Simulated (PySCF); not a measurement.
Predicted microwave data (PBE0-D3(BJ)/def2-SVP geometry optimisation, gas phase in PySCF 2.14.0) for one isomer of C7H8S:

```
Rotational constants : A = 5450, B = 971.8, C = 829.1 MHz
Dipole components    : |μa| = 1.08 D, |μb| = 0.87 D, |μc| = 0.05 D
Inertial defect      : -3.18 u·Å²
κ                    : -0.94
```

Question: Which structure is it? (One computed conformer of each.)
A. `[cH:1]1[cH:2][s:3][c:4]([CH:5]2[CH2:6][CH2:7]2)[cH:8]1` with S3–C4–C5–C6 -37°
B. `[SH:1][CH2:2][c:3]1[cH:4][cH:5][cH:6][cH:7][cH:8]1` with H–S1–C2–C3 -54°, S1–C2–C3–C4 -60°
C. `[CH3:1][S:2][c:3]1[cH:4][cH:5][cH:6][cH:7][cH:8]1` with C1–S2–C3–C4 0°
D. `[CH3:1][c:2]1[cH:3][cH:4][cH:5][cH:6][c:7]1[SH:8]` with C6–C7–S8–H 145°
E. `[CH3:1][c:2]1[cH:3][cH:4][c:5]([SH:6])[cH:7][cH:8]1` with C4–C5–S6–H 0° (p-toluenethiol)

Answer: E. It is Cc1ccc(S)cc1, a near-prolate asymmetric top. The candidates at the same level (rigid rotor, commonest isotopes):

| SMILES | A (MHz) | B (MHz) | C (MHz) | μa (D) | μb (D) | μc (D) | Δ (u·Å²) | point group | rotor |
| --- | --- | --- | --- | --- | --- | --- | --- | --- | --- |
| Cc1ccccc1S | 2813 | 1537 | 1003 | 0.50 | 1.13 | 0.53 | -4.42 | – | asymmetric top |
| Cc1ccc(S)cc1 | 5450 | 971.8 | 829.1 | 1.08 | 0.87 | 0.05 | -3.18 | – | near-prolate asymmetric top |
| SCc1ccccc1 | 4268 | 998.6 | 873.1 | 1.13 | 0.75 | 0.04 | -45.68 | C1 | near-prolate asymmetric top |
| c1csc(C2CC2)c1 | 4175 | 1299 | 1075 | 0.44 | 0.54 | 0.00 | -39.74 | – | asymmetric top |
| CSc1ccccc1 | 4238 | 1169 | 921.5 | 0.26 | 1.31 | 0.00 | -3.27 | Cs | asymmetric top |

`c1csc(C2CC2)c1` has B 34 % too high; `SCc1ccccc1` has A 22 % too low; `Cc1ccccc1S` has B 58 % too high; `CSc1ccccc1` has A 22 % too low. No structure here is proved a minimum.
